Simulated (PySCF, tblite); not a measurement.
Calculations on `OC[C-]1[CH]C=CC(O)=C1` [radical], in the order of a workflow; each names the level of the geometry that it ran on. Settings lines and outputs come from a driver script.

C₇H₈O₂ (charge -1 and doublet state).
Atom-mapped SMILES: `[OH:1][CH2:2][C-:3]1[CH:4][CH:5]=[CH:6][C:7]([OH:8])=[CH:9]1` (hydrogens: H10 on O1; H11, H12 on C2; H13 on C4; H14 on C5; H15 on C6; H16 on O8; H17 on C9)

Step 1: GFN2-xTB geometry optimisation, gas phase (tblite 0.8.0) (from a force-field or distance-geometry start)
```json
{"job": {"kind": "relax", "xc": "GFN2-xTB", "basis": "xTB"}, "charge": -1, "multiplicity": 2}
```
```
step      E/eV     max force
  0    -741.41364    4.989
  1    -741.93418    1.532
  2    -742.04486    0.980
...
 90    -742.85440    0.014
 91    -742.85443    0.017
 92    -742.85445    0.016
 93    -742.85447    0.010
 94    -742.85449    0.007
```

Energy lowered by 33.2 kcal/mol over 94 steps; largest atomic force 0.007 eV/Å at the end. «max force» is the largest atomic force in eV/Å.

Hardware: Arm Neoverse N1, one thread, shared host.

Step 2: GFN2-xTB harmonic vibrations, gas phase (tblite 0.8.0) (on the GFN2-xTB geometry)
```json
{"job": {"kind": "ir", "xc": "GFN2-xTB", "basis": "xTB"}, "charge": -1, "multiplicity": 2}
```
```
(table of modes left out)
```

45 modes from 72 to 3530 cm⁻¹ (unscaled, harmonic); zero-point energy 78.5 kcal/mol; all wavenumbers are real at this level.

Run on Arm Neoverse N1, one thread, on a shared host.

Step 3: UKS B3LYP, pcH-1 on C H O, non-relativistic, mean-field spin-orbit, GIAO (PySCF 2.14.0) (on the GFN2-xTB geometry)
```json
{"job": {"kind": "epr", "basis": "pcH-1"}, "charge": -1, "multiplicity": 2}
```
```
...
E = -421.98537446 Eh   <S^2> = 0.7573 (exact 0.7500)
g shifts (ppm)      1          2          3
  rmc          -151       -151       -151
  gc             -5         49         40
  oz_so         -57        169        756
  total        -213         67        645
hyperfine (MHz)  atom isotope    a_iso     a_fc   dipolar eigenvalues
    0   17O    -143.38    -143.38    -10.93      4.37      6.56
    1   13C     -14.34     -14.34     -4.90     -2.40      7.30
    2   13C      22.81      22.81    -29.24    -27.95     57.19
    3   13C     -14.17     -14.17     -1.74      0.45      1.29
    4   13C      -0.57      -0.57     -9.77     -9.19     18.96
    5   13C      26.32      26.32    -28.50    -27.27     55.77
    6   13C     -23.90     -23.90     -8.99      3.55      5.44
    7   17O       1.57       1.57     -1.54     -0.84      2.38
    8   13C       9.86       9.86    -19.08    -18.33     37.41
    9    1H      15.81      15.81     -4.16     -4.05      8.21
   10    1H       4.92       4.92     -4.24     -1.73      5.97
   11    1H       7.29       7.29     -3.70     -2.43      6.13
   12    1H      -0.62      -0.62     -2.82      0.34      2.48
   13    1H      -8.44      -8.44     -5.16     -1.29      6.45
   14    1H     -23.44     -23.44    -14.83      1.05     13.78
...
```

⟨S²⟩ 0.757; g_iso 2.0025. rmc, gc and oz_so are the mass-correction, gauge-correction and orbital-Zeeman/spin–orbit parts of the g shift along its three principal axes; a_iso is the isotropic hyperfine coupling and a_fc its Fermi-contact part. The log counts atoms from 0, this text from 1.

The run took 2.9 min wall (with the writing of density and orbital grids) on an Arm Neoverse N1 with one thread, shared host.

Geometry of the electronic-property runs (GFN2-xTB):
```
atom  x, y, z in Å
O1    -2.6187   -1.2598    0.8195
C2    -1.7720   -0.8895   -0.3658
C3    -0.5774   -0.1253   -0.0164
C4    -0.5635    1.2880    0.0176
C5     0.5552    1.9945    0.3424
C6     1.7751    1.3261    0.6890
C7     1.7637   -0.0718    0.6917
O8     2.9537   -0.7333    1.0439
C9     0.6559   -0.7982    0.3600
H10   -3.3771   -1.7559    0.4894
H11   -2.4414   -0.3207   -1.0311
H12   -1.5215   -1.8519   -0.8438
H13   -1.4785    1.8165   -0.2438
H14    0.5418    3.0808    0.3443
H15    2.6662    1.8731    0.9555
H16    2.7509   -1.6752    1.0141
H17    0.6807   -1.8855    0.3730
```

Whether the extra electron is bound in the gas phase wasn't checked; a finite basis holds it in any case. (This holds for the electronic-property runs.)

One conformer stands for the species.
